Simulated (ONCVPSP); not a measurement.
# Tl (Z = 81): variants of one ONCV potential

Base potential:

```json
{"Element": "Tl", "Generator": "ONCVPSP 4.0.1", "Type": "optimised norm-conserving Vanderbilt (ONCV)", "Functional": "PBE", "Relativity": "scalar-relativistic", "Frozen core": "[Kr] 4d10 4f14", "Valence charge": "21", "Reference configuration": "5s2 5p6 5d10 6s2 6p1", "Partial waves": "5s+6s: rc 1.60 bohr, ncon 4, nbas 7, qcut 9.4 1/bohr, 3 projectors, debl 2.8 Ha; 5p+6p: rc 1.95 bohr, ncon 4, nbas 8, qcut 8.3 1/bohr, 3 projectors, debl 0.6 Ha; 5d: rc 2.10 bohr, ncon 4, nbas 8, qcut 8.5 1/bohr, 3 projectors, debl 2.8 Ha", "Local potential": "polynomial inside 1.45 bohr (lpopt 5, dvloc0 0 Ha)", "Core correction": "polynomial model core, fcfact 0.2"}
```

All-electron outer shells of the reference configuration (PBE, scalar-relativistic, ld1.x):

```csv
shell,level (eV),outermost node (bohr),outermost maximum (bohr)
4d,-375.02,0.19,0.39
5s,-131.00,0.46,0.80
4f,-114.03,–,0.36
5p,-76.10,0.50,0.91
5d,-15.49,0.53,1.11
6s,-9.55,1.04,2.08
6p,-2.37,1.23,2.91
```

Cutoffs, loose and tight: the cutoffs (Ha) at which the residual kinetic energy of the hardest occupied pseudo-wave falls to 1 and 0.1 mHa per electron. They do not see the model core or the augmentation charge, which bear on the density cutoff. Test errors are all-electron minus pseudo excitation energies from the reference, over the configurations 5s2 5p6 5d10 6s2 6p0; 5s2 5p6 5d10 6s1 6p0; 5s2 5p6 5d10 6s0 6p0; 5s2 5p6 5d10 6s0 6p3. A dash means not determined; rows that change the core or the reference have their own tests. The largest error is taken over the tests solved by every variant that gives reliable tests at all: 5s2 5p6 5d10 6s0 6p3; 5s2 5p6 5d10 6s1 6p0; 5s2 5p6 5d10 6s2 6p0.

```csv
change,outcome,"cutoff, loose","cutoff, tight",bound ghosts,GHOST(+) flags above zero,largest test error (meV)
base,generated,28 Ha,33 Ha,none,s,-13
"local potential polynomial inside 1.20 bohr (lpopt 1, dvloc0 3 Ha)",generated,28 Ha,33 Ha,none,s,-13
"local potential polynomial inside 1.45 bohr (lpopt 5, dvloc0 7.5 Ha)",generated,28 Ha,33 Ha,none,"s, p",-15
"core correction Teter function fitted to the true core (icmod 2), fcfact 0.3",generated,28 Ha,33 Ha,none,s,-12
```
